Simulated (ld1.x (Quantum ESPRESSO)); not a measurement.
The numbers below are computed, except where a source is named.
# Potentials for F compared

Generated with ld1.x 7.5 (TM, RRKJ, ultrasoft, PAW), atompaw 4.2 or ONCVPSP 4.0.1. The cutoff is in Ry: for ld1.x and atompaw files where the sum of valence levels is converged to 10 mRy in a Bessel basis, for ONCV files where the hardest occupied wave has 1 mHa per electron of residual kinetic energy. The error is the largest all-electron minus pseudo excitation energy over each file’s own four to seven test configurations (ionisations up to +4, promotions, holes and added fractions of an electron), all of which were solved. The labels leave out finer settings (local radius, basis sizes, second energies), which also bear on the numbers. Spin-polarised tests are not counted. The rows are a selection from randomly drawn settings: files with unsolved tests, undetermined cutoffs or missed reference levels are left out.

```csv
potential,cutoff (Ry),largest error (meV),bound ghosts
"ultrasoft, PBE, scalar-relativistic, rc 0.65/1.50 (sp), local smoothed, core correction yes, reference 2s1.75 2p5.25",80,-72,none
"ultrasoft, LDA (PZ), non-relativistic, rc 0.80/1.45/1.65 (spd), local smoothed, core correction yes, reference 2s2 2p5",35,+173,none
"TM, revPBE, scalar-relativistic, rc 0.75/1.35 (sp), local s, core correction yes, reference 2s2 2p5",140,+595,none
"RRKJ, LDA (PZ), scalar-relativistic, rc 0.65/1.30/1.30 (spd), local p, core correction no, reference 2s2 2p5",140,+363,none
"TM, BLYP, scalar-relativistic, rc 0.60/1.35 (sp), local p, core correction yes, reference 2s2 2p5",180,+467,none
"TM, LDA (PZ), non-relativistic, rc 0.80/0.80/0.85 (spd), local d, core correction no, reference 2s2 2p3.5",180,+70,none
"TM, PBE, non-relativistic, rc 0.85/1.50 (sp), local p, core correction no, reference 2s2 2p5",100,+720,none
"TM, PBE, scalar-relativistic, rc 0.55/1.20/1.05 (spd), local smoothed, core correction no, reference 2s1.5 2p5.5",200,+478,none
```

(1) Fill in the row for F: TM, PBEsol, non-relativistic, rc 0.60/1.15/1.00 (spd), local s, core correction no, reference 2s2 2p5.

Answers

(1) cutoff 180 Ry, largest error +300 meV, bound ghosts: none.
